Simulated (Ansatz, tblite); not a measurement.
Spin states of the cluster CoSi₃, each relaxed with PBE-D4/def2-SVP in Ansatz. Electronic energies in the gas phase.

The xTB rows come from tblite. Correlated methods freeze 20 core orbitals; core or outer-core shells of Co are correlated, in sets that lack core-valence functions. The structure comes from a short search, and lower isomers may exist.

Doublet geometry (C2v within 0.1 Å):

```tsv
atom	x (Å)	y (Å)	z (Å)
Co1	0.278	1.068	-0.361
Si2	-1.508	0.710	0.789
Si3	-0.300	-1.154	0.390
Si4	1.531	-0.624	-0.818
```

Quartet geometry (C2v within 0.1 Å):

| atom | x (Å) | y (Å) | z (Å) |
| --- | --- | --- | --- |
| Co1 | -0.085 | -1.160 | 0.574 |
| Si2 | -0.867 | -0.700 | -1.376 |
| Si3 | 0.095 | 1.294 | -0.640 |
| Si4 | 0.857 | 0.567 | 1.442 |

Run but left out: HF/def2-TZVP, MP2/def2-TZVP, CCSD/def2-TZVP, CCSD(T)/def2-TZVP (flagged by the program: other amplitudes); r2SCANh-D4/def2-TZVP, PBE0-D4/def2-TZVP, BHLYP-D4/def2-TZVP (doublet: ⟨S²⟩ 1.06 to 1.68, where a pure state has 0.75).

Only these spin states were relaxed. Higher spins weren't run and may lie lower.

```tsv
level	quartet − doublet (kJ/mol)	lowest of these	remarks
GFN1-xTB	122.9	doublet	–
GFN2-xTB	72.7	doublet	–
PBE-D4/def2-TZVP	78.0	doublet	–
BLYP-D4/def2-TZVP	74.8	doublet	–
r2SCAN-D4/def2-TZVP	71.9	doublet	spin-contaminated (⟨S²⟩ 0.94) (doublet)
B97M-V/def2-TZVP	67.2	doublet	spin-contaminated (⟨S²⟩ 1.00) (doublet)
CAM-B3LYP-D4/def2-TZVP	46.9	doublet	spin-contaminated (⟨S²⟩ 1.02) (doublet)
RPA@PBE/def2-TZVP	57.1	doublet	–
```

| state | donor atoms | mean metal–ligand distance (Å) | range (Å) | Mulliken spin on the metal (PBE0) |
| --- | --- | --- | --- | --- |
| doublet | 3 | 2.241 | 2.15–2.42 | 1.61 |
| quartet | 3 | 2.348 | 2.15–2.74 | 2.52 |

⟨S²⟩ at PBE0-D4/def2-TZVP: doublet 1.07 (pure 0.75), quartet 3.84 (pure 3.75).

The xTB methods have no spin-polarisation term.
